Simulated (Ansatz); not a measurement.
Ansatz (a quantum-chemistry and plane-wave program) input (r2SCAN0/def2-TZVPD):

Ansatz 0.2 input:
```yaml
crystal:
  periodic: [false, false, false]
  atoms:
    - {symbol: Si, position_ang: [-2.45546295, -0.49918140, 0.19865324]}
    - {symbol: O, position_ang: [-0.86570984, -0.48134250, 0.66274355]}
    - {symbol: Si, position_ang: [0.58426488, 0.22252047, 0.54099756]}
    - {symbol: Cl, position_ang: [0.49398690, 1.73463608, -0.87657004]}
    - {symbol: Cl, position_ang: [1.96804816, -1.19011315, -0.05713730]}
    - {symbol: H, position_ang: [-3.05905221, 0.82535590, 0.45453324]}
    - {symbol: H, position_ang: [-2.53895080, -0.82372781, -1.24048464]}
    - {symbol: H, position_ang: [-3.13414117, -1.53452480, 1.00191674]}
basis:
  gaussian:
    orbitals: def2-TZVPD
hamiltonian:
  xc: {name: r2SCAN0}
magnetization: {spin_polarized: true, initial_magnetization: 1}
output: {forces: true}
```

End of the output:

```
integrals: 0.26 GiB planned
1545 factors; their error is unknown
0.38 GiB of the device are held for the grids
1.78 GiB of device memory are held for the factors and their scratch space
mean field: 1.74 GiB planned
mean field evaluation 1: about -42893.3617 eV, gradient 3.7e1 eV
mean field evaluation 2: about -42883.7650 eV, gradient 6.2e1 eV
mean field evaluation 4: about -42897.8919 eV, gradient 2.4e0 eV
mean field evaluation 8: about -42897.9120 eV, gradient 4.4e-2 eV
mean field evaluation 16: about -42897.9851 eV, gradient 1.0e-4 eV
mean field -42897.98513681 eV, -1576.4718764792 hartree, gradient 3.3e-5 eV, S^2 0.753369; 0 other end points of the search recorded, 0 dependent functions left out
the calculation of the forces begins
reference -42897.98516093 eV, -1576.4718773656 hartree; 37, 36 occupied and 208, 209 virtual orbitals, 1545 factors
Total energy: -42897.98516093 eV, -1576.4718773656 hartree
Atom 0 at    -2.455463    -0.499181     0.198653 Å, force     0.315980     0.013387     0.083582 eV/Å
Atom 1 at    -0.865710    -0.481343     0.662744 Å, force     0.106928     0.194870    -0.118549 eV/Å
Atom 2 at     0.584265     0.222520     0.540998 Å, force    -0.222395    -0.205937    -0.379002 eV/Å
Atom 3 at     0.493987     1.734636    -0.876570 Å, force     0.027402    -0.303775     0.281557 eV/Å
Atom 4 at     1.968048    -1.190113    -0.057137 Å, force    -0.273121     0.295067     0.119506 eV/Å
Atom 5 at    -3.059052     0.825356     0.454533 Å, force     0.019119    -0.036550    -0.004699 eV/Å
Atom 6 at    -2.538951    -0.823728    -1.240485 Å, force     0.001810     0.008298     0.044081 eV/Å
Atom 7 at    -3.134141    -1.534525     1.001917 Å, force     0.024278     0.034641    -0.026477 eV/Å
Dipole moment:    -0.288610    -0.009225     0.130258 e Å
```

It need not be the lowest isomer of its formula.
